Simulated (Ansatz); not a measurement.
Reaction (formal loss of a carbene): `B[SiH](C)OC` → `B[SiH2]OC` + `[CH2]` (triplet)

Computed with Ansatz on PBE0-D4/def2-TZVP structures; ΔE is electronic, products minus reactants. CBS: MP2 limit from def2 TZ/QZ plus the TZ coupled-cluster correction, frozen cores. This one scheme is used for every species. Functionals use def2-TZVPP. B3LYP here is the variant with VWN-RPA as its local correlation; programs differ in this. HSE06 is defined as in plane-wave codes. Triplets are unrestricted, without spin–orbit coupling. One conformer a species, not always the lowest.

`B[SiH](C)OC`:

Z-matrix (Å, degrees):
```
Si
C 1 1.876
O 1 1.653 2 111.3
B 1 2.004 2 111.7 3 122.8
H 1 1.502 2 107.3 3 -118.4
H 2 1.093 1 111.5 3 -61.7
H 2 1.093 1 111.0 3 59.0
H 2 1.093 1 110.1 3 178.2
C 3 1.405 1 122.6 2 -62.9
H 4 1.198 1 119.4 2 56.8
H 4 1.195 1 123.4 2 -123.6
H 9 1.097 3 111.7 1 69.3
H 9 1.098 3 111.7 1 -52.1
H 9 1.092 3 108.5 1 -171.4
```

`B[SiH2]OC`:

Cartesian coordinates in Å:
```
B 1.102 1.404 1.616
Si 0.518 0.529 -0.085
O -0.625 -0.625 0.199
C -1.197 -1.382 -0.840
H 0.670 1.109 2.690
H 1.928 2.268 1.566
H -0.020 1.560 -1.029
H 1.701 -0.081 -0.773
H -1.711 -0.743 -1.568
H -0.440 -1.972 -1.371
H -1.927 -2.067 -0.405
```

`[CH2]` (triplet):

Z-matrix (Å, degrees):
```
C
H 1 1.079
H 1 1.079 2 134.9
```

```json
{"level": "LDA (SPW92)", "ΔE (kcal/mol)": "131.4", "difference from CCSD(T)/CBS": "16.8"}
{"level": "PBE-D4", "ΔE (kcal/mol)": "115.9", "difference from CCSD(T)/CBS": "1.3"}
{"level": "revPBE-D4", "ΔE (kcal/mol)": "112.7", "difference from CCSD(T)/CBS": "-1.9"}
{"level": "BLYP-D4", "ΔE (kcal/mol)": "112.4", "difference from CCSD(T)/CBS": "-2.2"}
{"level": "r2SCAN-D4", "ΔE (kcal/mol)": "109.6", "difference from CCSD(T)/CBS": "-5.0"}
{"level": "PBE0-D4", "ΔE (kcal/mol)": "114.0", "difference from CCSD(T)/CBS": "-0.6"}
{"level": "B3LYP-D4", "ΔE (kcal/mol)": "112.6", "difference from CCSD(T)/CBS": "-2.0"}
{"level": "r2SCANh-D4", "ΔE (kcal/mol)": "109.2", "difference from CCSD(T)/CBS": "-5.4"}
{"level": "r2SCAN0-D4", "ΔE (kcal/mol)": "108.6", "difference from CCSD(T)/CBS": "-6.0"}
{"level": "BHLYP-D4", "ΔE (kcal/mol)": "109.8", "difference from CCSD(T)/CBS": "-4.8"}
{"level": "CAM-B3LYP-D4", "ΔE (kcal/mol)": "113.5", "difference from CCSD(T)/CBS": "-1.1"}
{"level": "ωB97X-V", "ΔE (kcal/mol)": "116.6", "difference from CCSD(T)/CBS": "2.0"}
{"level": "ωB97M-V", "ΔE (kcal/mol)": "115.4", "difference from CCSD(T)/CBS": "0.8"}
{"level": "PBE-QIDH", "ΔE (kcal/mol)": "113.6", "difference from CCSD(T)/CBS": "-1.0"}
{"level": "PBE", "ΔE (kcal/mol)": "114.1", "difference from CCSD(T)/CBS": "-0.5"}
{"level": "revPBE", "ΔE (kcal/mol)": "108.0", "difference from CCSD(T)/CBS": "-6.6"}
{"level": "BLYP", "ΔE (kcal/mol)": "108.7", "difference from CCSD(T)/CBS": "-5.9"}
{"level": "r2SCAN", "ΔE (kcal/mol)": "109.0", "difference from CCSD(T)/CBS": "-5.6"}
{"level": "PBE0", "ΔE (kcal/mol)": "112.4", "difference from CCSD(T)/CBS": "-2.2"}
{"level": "B3LYP", "ΔE (kcal/mol)": "109.8", "difference from CCSD(T)/CBS": "-4.8"}
{"level": "r2SCANh", "ΔE (kcal/mol)": "108.6", "difference from CCSD(T)/CBS": "-6.0"}
{"level": "r2SCAN0", "ΔE (kcal/mol)": "108.0", "difference from CCSD(T)/CBS": "-6.6"}
{"level": "HSE06", "ΔE (kcal/mol)": "112.6", "difference from CCSD(T)/CBS": "-2.0"}
{"level": "BHLYP", "ΔE (kcal/mol)": "107.6", "difference from CCSD(T)/CBS": "-7.0"}
{"level": "CAM-B3LYP", "ΔE (kcal/mol)": "111.9", "difference from CCSD(T)/CBS": "-2.7"}
{"level": "RPA@PBE/def2-TZVPP", "ΔE (kcal/mol)": "109.2", "difference from CCSD(T)/CBS": "-5.4"}
{"level": "HF/def2-SVP", "ΔE (kcal/mol)": "78.5", "difference from CCSD(T)/CBS": "-36.1"}
{"level": "MP2/def2-SVP", "ΔE (kcal/mol)": "110.5", "difference from CCSD(T)/CBS": "-4.1"}
{"level": "CCSD/def2-SVP", "ΔE (kcal/mol)": "105.7", "difference from CCSD(T)/CBS": "-8.9"}
{"level": "CCSD(T)/def2-SVP", "ΔE (kcal/mol)": "107.7", "difference from CCSD(T)/CBS": "-6.9"}
{"level": "MP2/def2-TZVPP", "ΔE (kcal/mol)": "115.1", "difference from CCSD(T)/CBS": "0.5"}
{"level": "SCS-MP2/def2-TZVPP", "ΔE (kcal/mol)": "114.4", "difference from CCSD(T)/CBS": "-0.2"}
{"level": "CCSD/def2-TZVPP", "ΔE (kcal/mol)": "108.8", "difference from CCSD(T)/CBS": "-5.8"}
{"level": "CCSD(T)/def2-TZVPP", "ΔE (kcal/mol)": "111.6", "difference from CCSD(T)/CBS": "-3.0"}
{"level": "HF/def2-QZVPP", "ΔE (kcal/mol)": "77.8", "difference from CCSD(T)/CBS": "-36.8"}
{"level": "MP2/def2-QZVPP", "ΔE (kcal/mol)": "116.8", "difference from CCSD(T)/CBS": "2.2"}
{"level": "SCS-MP2/def2-QZVPP", "ΔE (kcal/mol)": "116.5", "difference from CCSD(T)/CBS": "1.9"}
{"level": "HF/CBS(def2)", "ΔE (kcal/mol)": "77.8", "difference from CCSD(T)/CBS": "-36.8"}
{"level": "MP2/CBS(def2)", "ΔE (kcal/mol)": "118.1", "difference from CCSD(T)/CBS": "3.5"}
{"level": "CCSD/CBS(def2)", "ΔE (kcal/mol)": "111.8", "difference from CCSD(T)/CBS": "-2.8"}
{"level": "CCSD(T)/CBS", "ΔE (kcal/mol)": "114.6", "difference from CCSD(T)/CBS": "0"}
```

Largest T1 diagnostic among the species: 0.011.

At CCSD(T), def2-SVP lies −6.9 kcal/mol from the extrapolated value and def2-TZVPP −3.0 kcal/mol. Leaving LDA and LC-ωPBE aside and taking each functional with its dispersion term where it has one, the values spread over 8.0 kcal/mol, from r2SCAN0-D4 to ωB97X-V. LDA lies +17.2 kcal/mol from PBE without D4.

CCSD(T)/CBS has its own doubt, a few kJ/mol and more with outer-core shells, so smaller differences from it don't rank the levels.
